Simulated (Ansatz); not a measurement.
`N[Si]Cl` + CH₃OH → `CO[Si]N` + HCl at 500 K and 1 bar (ligand exchange at the Si–Cl bond).

Program: Ansatz. Geometries: PBE0-D4/def2-TZVP. ΔE: electronic, gas phase. CBS: MP2 limit from def2 TZ/QZ plus the TZ coupled-cluster correction, frozen cores. This one scheme is used for every species. Each species was taken in one conformer, which may not be the lowest.

```tsv
species	CCSD(T)/CBS energy (Eh)	H − E (kJ/mol)	S (J/(mol·K))
`N[Si]Cl`	-804.81589	100.4	317.4
CH₃OH	-115.61712	157.0	265.4
`CO[Si]N`	-460.05109	219.1	366.6
HCl	-460.38127	32.5	201.9
```

H − E and S are ideal-gas, rigid-rotor, harmonic terms from PBE0-D4/def2-TZVP, for one conformer and one mirror image of each species. 1 Eh = 2625.50 kJ/mol, R = 8.31446 J/(mol·K).

**Question.** By hand: ΔE, ΔH, ΔS and ΔG.

**Answer.** ΔE = (-460.05109) + (-460.38127) − (-804.81589) − (-115.61712) = 0.00065 Eh = 1.7 kJ/mol. Δ(H − E) = 219.1 + 32.5 − 100.4 − 157.0 = -5.8, so ΔH = -4.1 kJ/mol. ΔS = 366.6 + 201.9 − 317.4 − 265.4 = -14.3 J/(mol·K). ΔG = -4.1 − 500 × (-14.3)/1000 = 3.1 kJ/mol.

**Question.** By hand: the equilibrium constant, and the temperature at which ΔG would vanish if ΔH and ΔS stayed fixed.

**Answer.** log₁₀ K = −ΔG/(RT ln 10) = -0.3. ΔG = 0 at ΔH/ΔS = 287 K, though so small a ΔH makes that figure unsure.

TΔS isn't small against ΔH here. The sign of ΔG lies within the doubt. A doubt of 5 kJ/mol in ΔE shifts log₁₀ K by 0.5 here. Other conformers and mirror images would add mixing entropy, several J/(mol·K) or more a flexible species. These are equilibria of isolated gas molecules and say nothing of rates. Largest T1 diagnostic: 0.013 (customary marks: 0.02 for closed shells, 0.045 for open ones).
